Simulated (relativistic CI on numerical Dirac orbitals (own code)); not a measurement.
**Ho XXXIX: sensitivity of the levels to the model**

Base calculation: Dirac-Coulomb-Breit CI, orbitals from a KLI potential per configuration, model QED, unscaled Slater integrals.

Configuration list (outside the closed core [Ar]): 3d¹⁰4s, 3d¹⁰4p, 3d¹⁰4d, 3d¹⁰4f, 3d¹⁰5s, 3d¹⁰5p, 3d¹⁰5d, 3d¹⁰5f, 3d¹⁰5g, 3d⁹4p², 3d¹⁰6s, 3d¹⁰6p, 3d¹⁰6d, 3d⁸4s4p², 3d⁹4s², 3d⁹4p4d. Levels of other configurations are missing.

Variants: (1) P86 correlation estimate; (2) one mean potential for all configurations. Shifts of the energy above 3d¹⁰4s ²S1/2, in eV, for the lowest level and the first level of each name with at least 55 % of one term (blank where a level changes its place among those of its configuration and J or its character, or is not in the variant):

```
        Level     Base    Δ(1)    Δ(2)
 3d¹⁰4s ²S1/2    0.000   0.000   0.000
3d¹⁰4p ²P°1/2   81.107  +0.083  +0.031
3d¹⁰4p ²P°3/2  140.747  +0.083  +0.031
 3d¹⁰4d ²D3/2  268.471  +0.129  +0.022
 3d¹⁰4d ²D5/2  281.034  +0.129  +0.021
3d¹⁰4f ²F°5/2  417.968  -0.391  -0.071
3d¹⁰4f ²F°7/2  420.747  -0.391  -0.071
 3d¹⁰5s ²S1/2  716.577  -0.299  -0.046
3d¹⁰5p ²P°1/2  755.559  -0.264  -0.034
3d¹⁰5p ²P°3/2  783.296  -0.264  -0.032
 3d¹⁰5d ²D3/2  843.730  -0.267  -0.043
 3d¹⁰5d ²D5/2  849.759  -0.267  -0.041
3d¹⁰5f ²F°5/2  910.161  -0.519  -0.061
3d¹⁰5f ²F°7/2  911.828  -0.519  -0.063
```

At this charge energies of transitions that change n are usually good to better than 1 %, and those within a shell (Δn = 0) to a few per cent.

Ionisation energy from the two ground configurations alone: base 1772.74 eV. The NIST ASD value (semi-empirical) is 1773.6 eV.

LS names give the leading component of a level, which can be under half, so a name can repeat, a term be missing and a line seem to break the LS rules.
